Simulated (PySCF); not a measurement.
Hg²⁺: excitation energy

Hg²⁺ [Xe] 4f14 5d10 (1S) → Hg²⁺ [Xe] 4f14 5d9 6s1 (3D), as a difference of total energies. Computed with PySCF 2.14 in aug-cc-pwCVDZ-PP with ECP60MDF, with a scalar-relativistic core potential. Correlated levels: valence and next inner shell: nothing frozen outside the core potential. The calculations carry no spin-orbit coupling.

```tsv
method	excitation energy (eV)
UHF	5.916
MP2 (valence and next inner shell)	5.848
SCS-MP2 (valence and next inner shell)	5.935
CCSD (valence and next inner shell)	5.811
CCSD(T) (valence and next inner shell)	5.816
```

Task: How much does correlation contribute at CCSD(T) (valence and next inner shell)?

Result: 5.816 − (5.916) = -0.100 eV, measured against UHF.
